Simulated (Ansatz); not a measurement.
This geometry of ClFGaH3O2 (8 atoms, charge 0, multiplicity 1) is a first-order saddle point.

Computed with Ansatz 0.2.0, RKS PBE0/def2-SVP.

```xyz
8
Properties=species:S:1:pos:R:3
Ga -0.398 -0.132 0.175
Cl 1.234 1.569 -0.749
O -1.726 -0.362 -0.961
O -0.638 0.146 1.899
H 1.614 0.209 -0.651
F 1.184 -1.028 -0.267
H -1.447 -0.579 -1.856
H 0.177 0.177 2.410
```

Question: Which two structures does it join? (They come from a converged band through this point; their orientation in space is the band's.)

Answer: Bonds broken: H5–F6. Bonds formed: Cl2–H5.

First end point:

```xyz
8
Properties=species:S:1:pos:R:3
Ga -0.416 0.106 0.139
Cl 0.895 1.707 -0.644
O -1.628 -0.585 -0.943
O -0.551 -0.081 1.890
H 1.812 -0.278 -0.640
F 1.399 -1.075 -0.340
H -1.562 -0.273 -1.852
H 0.052 0.478 2.390
```

Last end point:

```xyz
8
Properties=species:S:1:pos:R:3
Ga -0.417 -0.230 0.199
Cl 1.315 1.625 -0.787
O -1.740 -0.297 -0.965
O -0.655 0.208 1.892
H 1.753 0.379 -0.735
F 1.096 -1.121 -0.218
H -1.484 -0.660 -1.819
H 0.133 0.096 2.433
```

Question: How far does it lie above each of them?

Answer: 0.45 eV above the first and 0.02 eV above the second. This is the barrier of this one path; another mechanism may lie lower. The orbitals stay closed-shell, which can raise the energy where a bond breaks towards radicals; this wasn't checked here.

Run time: 5 min on 2 threads of Intel(R) Xeon(R) Platinum 8175M CPU @ 2.50GHz (Skylake/Cascade Lake) (shared host), peak memory 0.28 GiB.
